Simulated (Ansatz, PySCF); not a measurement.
The pair A = HCl (SMILES Cl) (first 2 atoms), B = SiH4 (SMILES [SiH4]); geometry from B3LYP-D3(BJ)/def2-TZVP.
(charge 0, multiplicity 1):
```xyz
7

Cl     0.6255     1.1381    -0.2247
H      1.1186    -0.0336    -0.0576
Si    -0.1779    -0.0813     3.2542
H     -0.3146     1.3883     3.3347
H     -1.1590    -0.6287     2.2914
H     -0.4156    -0.6777     4.5890
H      1.1907    -0.4309     2.8076
```

Correlated levels freeze the cores. CBS: X⁻³ extrapolation of the correlation energy, Hartree–Fock from the larger set.

Run with Ansatz (an electronic-structure program) with Gaussian orbitals; PySCF for the dispersion terms. Values without a source in brackets are computed.

The monomers are drawn apart, rigid, along the line of their centres of mass. Counterpoise-corrected interaction energies (kcal/mol):

```csv
level,R = 5.271 Å,R = 6.780 Å
PBE-D3(BJ)/def2-TZVPPD,-0.2989,-0.0519
wB97M-V/def2-TZVPPD,-0.2249,-0.0449
"CCSD(T)/CBS(aug-cc-pV(D+d)Z, aug-cc-pV(T+d)Z)",-0.2219,-0.0444
```

Q: R is the distance of the centres of mass. Find the local exponent m of E ∝ R⁻ᵐ between the two points.

A: 
m = ln(E₁/E₂)/ln(R₂/R₁): PBE-D3(BJ)/def2-TZVPPD 6.9; wB97M-V/def2-TZVPPD 6.4; CCSD(T)/CBS(aug-cc-pV(D+d)Z, aug-cc-pV(T+d)Z) 6.4. For scale, two fixed dipoles give m = 3, dipole and quadrupole 4, quadrupoles 5, and dispersion or dipole-induced dipole 6 at long range; at these distances several terms mix, and what is left of overlap and damping shifts m, so it need not match one of them.
